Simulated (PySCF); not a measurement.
Bonds (- single, = double, # triple, : aromatic): C1-O2, O2-Si3, Si3-C4, C4-C5, C5-C6, C6-F7, C6-F8, C5=C9, C9-F10, C9-Si3. C1 carries H11, H12, H13; Si3 carries H14; C4 carries H15, H16; C6 carries H17. Stereochemistry as in CO[Si@@H]1CC(C(F)F)=C1F. H16 is cis to O2 on the ring; H15 is trans to O2 on the ring.

[PySCF: geometry from GFN2-xTB; shieldings: GIAO PBE0/pcSseg-1; in vacuum; one conformer; one averaged value for each set of equivalent atoms; relativity neglected]

**Question.** Predict the 2D correlation tables (HSQC, COSY, HMBC).

**Answer.** 

HSQC (one-bond C–H):
```tsv
δH	δC
6.96 (H17)	113.8 (C6)
4.04 (H11/H12/H13)	54.8 (C1)
1.76 (H16)	12.1 (C4)
1.63 (H15)	12.1 (C4)
```

COSY cross peaks (H two or three bonds apart, from the bond graph; peaks can be absent where the dihedral angle is near 90°):
```tsv
δH	δH
5.47 (H14)	1.76 (H16)
5.47 (H14)	1.63 (H15)
1.76 (H16)	1.63 (H15)
```

HMBC (two and three bonds, from the bond graph):
```tsv
δH	δC
6.96 (H17)	178.1 (C9), 137.0 (C5), 12.1 (C4)
5.47 (H14)	178.1 (C9), 137.0 (C5), 54.8 (C1), 12.1 (C4)
1.76 (H16)	178.1 (C9), 137.0 (C5), 113.8 (C6)
1.63 (H15)	178.1 (C9), 137.0 (C5), 113.8 (C6)
```

Scale: TMS for 1H (31.72 ppm), 13C (186.93 ppm) (reference shieldings calculated alike).

Shifts are as computed. Against solution values, carbons near 30 ppm lie about +3 ppm off and those near 130 ppm about +5 ppm. Of 1211 compounds with measured shifts, 218 miss one by over three times the rms of a fit or turn the order of signals round; such compounds aren't used in these exercises.
